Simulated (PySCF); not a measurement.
W(NH)(NMe)(OH)2 (CH6N2O2W), SMILES [N](C)=[W]([OH])(=[NH])[OH], multiplicity 1.

Geometry optimised at PBE-D3(BJ)/def2-SVP. The spin state was assumed, not searched. The def2 effective core potentials stand for the cores of W; spin–orbit coupling is left out. The values are those of a single conformer.

All values below come from PBE-D3(BJ)/def2-SVP (PySCF).

Frequencies are harmonic and unscaled.

```tsv
mode	ν (cm⁻¹)	IR (km/mol)	moving atoms (share of kinetic energy)
1	81	0.1	H 98 %
2	111	7.5	O 29 %, C 27 %, H 22 %, N 17 %
3	115	6.1	C 26 %, H 23 %, N 23 %, O 22 %
4	178	11.1	O 62 %, H 27 %
5	209	49.1	O 44 %, H 28 %, N 26 %
6	214	7.0	O 51 %, N 24 %, H 12 %, W 11 %
7	253	20.4	N 44 %, H 33 %, O 17 %
8	282	86.1	H 75 %, N 20 %
9	323	58.6	N 49 %, H 40 %
10	348	25.0	H 55 %, N 38 %
11	532	128.6	H 75 %, N 22 %
12	588	173.2	H 56 %, C 19 %, N 17 %
13	620	143.8	H 53 %, O 33 %
14	638	152.1	O 45 %, H 25 %, C 16 %
15	642	86.4	O 36 %, H 35 %, N 12 %, C 11 %
16	684	11.4	O 49 %, H 43 %
17	705	20.0	H 55 %, O 30 %, W 10 %
18	958	100.8	N 83 %, H 9 %, W 8 %
19	1064	0.5	H 73 %, C 20 %
20	1067	0.3	H 72 %, C 20 %, N 8 %
21	1342	138.3	N 46 %, C 33 %, H 20 %
22	1382	4.0	H 68 %, N 30 %
23	1396	7.1	H 96 %
24	1400	10.7	H 95 %
25	2916	81.4	H 97 %
26	2995	17.4	H 91 %, C 9 %
27	3000	13.9	H 91 %, C 9 %
28	3540	92.6	H 93 %
29	3748	189.0	H 94 %
30	3755	104.5	H 94 %
```
